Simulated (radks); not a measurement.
Results of a calculation; reference values are marked as such.
Fractional charge and spin in the 4p shell of palladium: the spin-up occupation runs from 2 to 3 and the spin-down occupation from 2 to 3; the fullest corner is Pd3+, [Ar] 3d10 4s2 4d(up 3.5, down 3.5) 4p(up 3, down 3). Code: a radial shooting solver on a logarithmic mesh with Libxc functionals. Model: scalar-relativistic Kohn-Sham, PBE, spin-polarised, spherical densities, finite nucleus; Fermi nuclear charge, rms radius of each element as measured or else 0.836 A^(1/3) + 0.57 fm. Energy (eV) above the fullest corner. The planes named below are the two flat planes that join the four corners, with an edge along up + down = one added electron.

| down \ up | 2 | 2.5 | 3 |
|---|---|---|---|
| 2 | 219.400 | 157.414 | 100.083 |
| 2.5 | 157.414 | 100.368 | 47.848 |
| 3 | 100.083 | 47.848 | 0.000 |

Corners above the fullest one (they belong to Pd4+ and the next ion): (up 3, down 2) 100.08 eV, (up 2, down 3) 100.08 eV, (up 2, down 2) 219.40 eV. With half an added electron in each spin the energy lies 0.285 eV from the planes, and with half an added electron in spin up alone -2.327 eV. The planes are only a guide here: the flat-plane condition holds for ground states with one frontier orbital, while this shell lies below other occupied shells, so the corners above the fullest one are inner-hole states and not the ground states of those ions.
